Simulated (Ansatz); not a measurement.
An input meant for the cluster Pb₂O₃ (charge 0, singlet).

```yaml
crystal:
  periodic: [true, true, true]
  atoms:
    - {symbol: Pb, position_ang: [-1.113476, -0.077865, 1.259460]}
    - {symbol: Pb, position_ang: [0.562036, -0.074452, -1.584526]}
    - {symbol: O, position_ang: [1.138282, -0.461501, 0.670072]}
    - {symbol: O, position_ang: [0.836416, 1.007016, 0.493987]}
    - {symbol: O, position_ang: [-1.423257, -0.393188, -0.838982]}
basis:
  gaussian: {orbitals: def2-TZVP}
hamiltonian: {xc: {name: PBE0}, dispersion: d3bjatm}
scf: {lower_state_search: off}
```

```sh
$ ansatz run in.yaml --threads 4 --pin off --events-out ev --progress --plain --max-ram 4787MiB
```

Output, abridged:

```
Error: YAML parse error: error: line 2 column 3: crystal: missing field `lattice` (a structure is typed as `lattice` and `atoms`, a molecule's as `atoms` in Å alone, or read from a run's directory, `checkpoint`)
 --> <input>:2:3
1 | crystal:
2 |   periodic: [true, true, true]
3 |   atoms:
4 |     - {symbol: Pb, position_ang: [-1.113476, -0.077865, 1.259460]}
```

Task: Something in this input is off. What?

Result: The species is marked periodic without a cell. The program refused the input.
